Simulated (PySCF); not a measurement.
# FeH₇, doublet: data card

These are results of UPBE0/[Fe def2-TZVP, H def2-TZVP], no relativity, density fitting, PySCF, not measurements.

The structure is a higher-order saddle point with 2 imaginary modes.

```json
{
  "Point group": "C2v",
  "Bond lengths": "Fe–H 1.537 Å, Fe–H 1.643 Å (×4), Fe–H 1.649 Å (×2), H–H 0.815 Å (×2), H–H 0.843 Å",
  "Bond angles": "Fe–H–H 75.2° (×2), Fe–H–H 75.6° (×4), H–Fe–H 28.7° (×2), H–Fe–H 29.6°, H–Fe–H 82.6° (×4), H–Fe–H 83.0° (×4), H–Fe–H 111.3° (×4), H–Fe–H 147.9° (×2), H–Fe–H 165.2° (×2), H–Fe–H 166.0° (×2)",
  "Principal polarisabilities": "29.4, 45.4, 47.6 bohr³",
  "Dipole moment": "2.12 D",
  "Rotational constants": "2.025, 1.522, 0.9333 cm⁻¹",
  "Spin squared ⟨S²⟩": "0.768",
  "Zero-point energy (real modes)": "139.4 kJ/mol",
  "Atomisation energy without zero-point energy": "1550 kJ/mol",
  "Lowest empty level (α)": "-1.03 eV",
  "Highest occupied level (β)": "-5.43 eV",
  "Principal quadrupole moments (Buckingham, traceless) about the centre of mass": "-5.41, 0.50, 4.91 D Å"
}
```

Harmonic modes (masses in u: Fe 55.935, H 1.008):
```
symmetry  ω (cm⁻¹)  IR (km/mol)
      a2      847i            –
      b2      749i            –
      a2       272          0.0
      b2       428         24.0
      a1       563          141
      b2       622          0.5
      b1       653          2.3
      b1       878          298
      b1      1017          118
      a1      1096         45.3
      a1      1189          0.2
      a2      1608          0.0
      b2      1685         22.8
      b1      1686         10.3
      a1      1847          272
      a1      3046          331
      b1      3312          510
      a1      3411          0.8
```

In C2v the vibrations span 3a2 + 4b2 + 6a1 + 5b1. The a2 modes carry no infrared intensity, as symmetry demands.

Charges (e):
```json
{"atom": "Fe1", "Mulliken": "-0.48", "Löwdin": "-0.66", "polar tensor": "-0.62", "spin (Mulliken)": "1.13", "Mayer order to Fe1": "–"}
{"atom": "H2", "Mulliken": "-0.03", "Löwdin": "-0.08", "polar tensor": "-0.24", "spin (Mulliken)": "-0.08", "Mayer order to Fe1": "0.91"}
{"atom": "H3,4,5,6", "Mulliken": "0.09", "Löwdin": "0.13", "polar tensor": "0.16", "spin (Mulliken)": "-0.01", "Mayer order to Fe1": "0.37"}
{"atom": "H7,8", "Mulliken": "0.06", "Löwdin": "0.10", "polar tensor": "0.11", "spin (Mulliken)": "-0.02", "Mayer order to Fe1": "0.36"}
```
Other Mayer orders above 0.3: H–H 0.62 (×3).

Mulliken populations on Fe1: s 6.58, p 12.45, d 7.44, f 0.00.

Outer orbital energies (eV). α occupied: -14.99, -13.35, -13.21, -7.26, -6.89, -6.67, -6.60, -6.02; empty: -1.03, 0.10, 1.35, 1.60. β occupied: -14.94, -13.40, -13.18, -7.16, -6.09, -6.03, -5.43; empty: -0.81, -0.35, 0.85, 1.70.

Other isomers or separated fragments may lie lower. Open d and f shells are described by one determinant, and the ground state may have another occupation or spin.

The final relaxation and frequency run took roughly 6 core-minutes on a shared host.
